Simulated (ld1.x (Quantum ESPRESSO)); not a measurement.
## Which change was made? (Ni, ultrasoft)

ld1.x (Quantum ESPRESSO) 7.5 input, shortened:

```
&input
   title='Ni', zed=28., rel=1, dft='PZ', iswitch=3,
   config='[Ar] 3d8 4s1.75 4p0.25 4f-2'
 /
 &inputp
   pseudotype=3, tm=.true., lloc=-1, rcloc=1.25,
   nlcc=.true., new_core_ps=.true.
 /
8
3S  1  0   2.00   0.00  1.00  1.15  0.0
4S  2  0   1.75   0.00  1.00  1.15  0.0
3P  2  1   6.00   0.00  1.10  1.30  0.0
4P  3  1   0.25   0.00  1.10  1.30  0.0
3D  3  2   8.00   0.00  0.65  0.75  0.0
3D  3  2   0.00   0.60  0.65  0.75  0.0
4F  4  3  -2.00  -0.10  0.85  1.15  0.0
4F  4  3  -2.00   0.85  0.85  1.15  0.0
 &test
   configts(1)='3s2 3p6 3d8 4s1.75 4p0.25'
 /
```

Cutoffs, loose and tight: the cutoffs (Ry, on a coarse ladder) from which the occupation-weighted sum of valence levels, in a spherical-Bessel basis at the reference potential, stays within 10 and 1 mRy of its value at 400 Ry. They do not see the model core or the augmentation charge, which bear on the density cutoff. Test errors are all-electron minus pseudo excitation energies from the reference, over the configurations 3s2 3p6 3d8 4s2 4p0; 3s2 3p6 3d8 4s1 4p0; 3s2 3p6 3d8 4s0 4p0; 3s2 3p6 3d8 4s1.5 4p0; 3s2 3p6 3d7 4s2 4p0; 3s2 3p6 3d9 4s0 4p0; 3s2 3p6 3d6 4s0 4p0 (two spin-polarised tests are not counted in the largest error); variants that change the core or the reference have their own tests. The largest error is taken over the tests solved by every variant that gives reliable tests at all, those not shown here included: 3s2 3p6 3d7 4s2 4p0; 3s2 3p6 3d8 4s0 4p0; 3s2 3p6 3d8 4s1 4p0; 3s2 3p6 3d8 4s1.5 4p0; 3s2 3p6 3d8 4s2 4p0; 3s2 3p6 3d9 4s0 4p0.

The base gives: outcome: generated, misses its reference levels by 1.78 eV; bound ghosts: not determined; largest test error (meV): +3278.

Task: After one change the result is: outcome: generated, misses its reference levels by 1.77 eV; bound ghosts: not determined; largest test error (meV): +3243. Which change was it?
A. waves 4f channel at -0.1 Ry: rcut 0.85, rcutus 1.74 bohr; 4f channel at 0.85 Ry: rcut 0.85, rcutus 1.74 bohr
B. waves 3p (bound): rcut 1.10, rcutus 1.92 bohr; 4p (bound): rcut 1.10, rcutus 1.92 bohr
C. all radii but the core radius scaled by about 0.79 (s 0.90, p 1.02, d 0.60, f 0.90 bohr, rcut 0.80/0.88/0.52/0.68); local potential all-electron potential smoothed inside 0.98 bohr (lloc = -1)
D. functional Wu–Cohen

Result: D. The others give: all radii but the core radius scaled by about 0.79 (s 0.90, p 1.02, d 0.60, f 0.90 bohr, rcut 0.80/0.88/0.52/0.68); local potential all-electron potential smoothed inside 0.98 bohr (lloc = -1) → outcome: generated; cutoff, loose: 300 Ry; cutoff, tight: over 300 Ry; bound ghosts: none; largest test error (meV): +16 | waves 4f channel at -0.1 Ry: rcut 0.85, rcutus 1.74 bohr; 4f channel at 0.85 Ry: rcut 0.85, rcutus 1.74 bohr → outcome: generated, overlap not positive; bound ghosts: not determined (overlap not positive); largest test error (meV): +3278 | waves 3p (bound): rcut 1.10, rcutus 1.92 bohr; 4p (bound): rcut 1.10, rcutus 1.92 bohr → outcome: generated, misses its reference levels by 2.13 eV; bound ghosts: not determined; largest test error (meV): +6185. A file whose overlap is not positive is unfit for use, and its test errors describe a broken file.
